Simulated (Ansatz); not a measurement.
Series SnEt3X: binding per atom (eV) at several levels, gas phase, relaxed structures; Ansatz. Core potentials for Sn in the def2 sets, no spin–orbit coupling. Binding counts from free atoms in the multiplicity of their measured ground term, without zero-point energy. The structures are stationary points that may keep the symmetry of their start.

| species | state | geometry | PBE-D4/def2-SVP | PBE-D4/def2-TZVP | r2SCAN-D4/def2-TZVP | PBE0-D4/def2-SVP | PBE0-D4/def2-TZVP |
| --- | --- | --- | --- | --- | --- | --- | --- |
| SnEt3F (C6H15FSn) | singlet | PBE0-D4/def2-SVP | 4.00 | 3.98 | 3.93 | 3.96 | 3.93 |
| SnEt3Br (C6H15BrSn) | singlet | PBE-D4/def2-SVP | 3.94 | 3.91 | 3.86 | 3.90 | 3.87 |
| SnEt3(NHMe) (C7H19NSn) | singlet | r2SCAN-D4/def2-SVP | 3.96 | 3.94 | 3.87 | 3.91 | 3.89 |
| SnEt3(NMe2) (C8H21NSn) | singlet | r2SCAN-D4/def2-SVP | 3.99 | 3.97 | 3.90 | 3.95 | 3.92 |

Q: Estimate the rows for SnEt3(SiMe3) (C9H24SiSn) (singlet, PBE-D4/def2-SVP geometry); SnEt3(OSiMe3) (C9H24OSiSn) (singlet, PBE-D4/def2-SVP geometry).

A: 
```
                   species    state         geometry  PBE-D4/def2-SVP  PBE-D4/def2-TZVP  r2SCAN-D4/def2-TZVP  PBE0-D4/def2-SVP  PBE0-D4/def2-TZVP
  SnEt3(SiMe3) (C9H24SiSn)  singlet  PBE-D4/def2-SVP             3.99              3.97                 3.92              3.96               3.93
SnEt3(OSiMe3) (C9H24OSiSn)  singlet  PBE-D4/def2-SVP             4.06              4.04                 3.99              4.02               4.00
```
